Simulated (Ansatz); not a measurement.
A nudged elastic band was laid between two geometries of BrH + ClF3H2O2W (11 atoms, charge 0, multiplicity 1).

Method: RKS PBE/def2-SVP (Ansatz 0.2.0).

* movable images: 7
* climbing image: yes
* spring: 5.0 eV/Å²
* optimiser: quadratic models (default)
* start path: through a guess of the saddle point
* force threshold: 0.05 eV/Å
* iteration limit: 60
* end points: relaxed

Initial state:

```xyz
11
Properties=species:S:1:pos:R:3
W -0.111 0.052 -0.378
F 0.407 0.327 1.441
F 1.707 0.297 -0.814
Cl -0.390 2.362 -0.485
F -1.918 -0.073 0.115
O 0.156 -1.773 0.033
H 0.388 -2.139 0.910
O -0.472 -0.270 -2.165
H -0.210 -0.285 -3.102
Br 2.530 1.981 3.590
H 1.569 1.348 2.721
```

Final state:

```xyz
11
Properties=species:S:1:pos:R:3
W 0.137 0.426 -0.450
F 1.226 -1.077 2.890
F 1.922 0.509 -1.044
Cl -0.151 2.593 -1.291
F -1.630 0.523 0.194
O 0.472 -1.081 0.532
H 0.780 -1.304 1.488
O -0.428 -0.347 -2.052
H -0.764 0.003 -2.900
Br 0.894 1.684 1.728
H 1.200 -0.103 2.771
```

Which bonds break or form, and what moves?

Bonds broken: W1–F2, Br10–H11. Bonds formed: W1–Br10, F2–H11. BrH + ClF3H2O2W becomes BrClF2H2O2W + FH.

What energy profile does the band end with?

The run converged. The highest image is number 5 of 0 to 8, 0.77 eV above the first end and 0.68 eV above the last; the last end lies 0.09 eV above the first. A vibrational analysis at the climbing image gives one clearly imaginary mode, 86i cm⁻¹: a first-order saddle point. The orbitals stay closed-shell, which can raise the energy where a bond breaks towards radicals; this wasn't checked here.

```json
{"image": "0", "path coordinate (Å)": "0.00", "energy (eV)": "0.00", "W1–F2 (Å)": "1.91", "Br10–H11 (Å)": "1.44", "W1–Br10 (Å)": "5.14"}
{"image": "1", "path coordinate (Å)": "1.47", "energy (eV)": "0.00", "W1–F2 (Å)": "1.91", "Br10–H11 (Å)": "1.44", "W1–Br10 (Å)": "4.99"}
{"image": "2", "path coordinate (Å)": "2.94", "energy (eV)": "0.02", "W1–F2 (Å)": "1.90", "Br10–H11 (Å)": "1.44", "W1–Br10 (Å)": "4.94"}
{"image": "3", "path coordinate (Å)": "4.40", "energy (eV)": "0.16", "W1–F2 (Å)": "1.90", "Br10–H11 (Å)": "1.44", "W1–Br10 (Å)": "4.36"}
{"image": "4", "path coordinate (Å)": "5.87", "energy (eV)": "0.62", "W1–F2 (Å)": "1.97", "Br10–H11 (Å)": "1.47", "W1–Br10 (Å)": "3.13"}
{"image": "5", "path coordinate (Å)": "7.34", "energy (eV)": "0.77", "W1–F2 (Å)": "3.06", "Br10–H11 (Å)": "2.25", "W1–Br10 (Å)": "2.57"}
{"image": "6", "path coordinate (Å)": "8.36", "energy (eV)": "0.65", "W1–F2 (Å)": "3.75", "Br10–H11 (Å)": "2.32", "W1–Br10 (Å)": "2.53"}
{"image": "7", "path coordinate (Å)": "9.39", "energy (eV)": "0.46", "W1–F2 (Å)": "3.82", "Br10–H11 (Å)": "2.30", "W1–Br10 (Å)": "2.55"}
{"image": "8", "path coordinate (Å)": "10.41", "energy (eV)": "0.09", "W1–F2 (Å)": "3.82", "Br10–H11 (Å)": "2.09", "W1–Br10 (Å)": "2.63"}
```

What is the geometry of the highest image?


```xyz
11
Properties=species:S:1:pos:R:3
W 0.265 0.364 -0.070
F 1.146 -0.544 2.721
F 2.104 0.217 -0.405
Cl 0.006 2.264 -1.495
F -1.397 0.624 0.757
O 0.195 -1.448 0.374
H -0.093 -2.149 -0.247
O -0.362 -0.392 -1.722
H -0.512 0.283 -2.422
Br 1.014 2.220 1.548
H 1.291 0.387 2.827
```

What are the harmonic wavenumbers there?

86i, 5, 81, 117, 154, 160, 169, 213, 214, 223, 254, 272, 288, 370, 374, 395, 526, 615, 617, 651, 664, 682, 729, 895, 3574, 3637, 3680 cm⁻¹.

Time of the run: 14 min on 4 threads of Arm Neoverse V2, with other jobs on the host, peak memory 0.31 GiB.
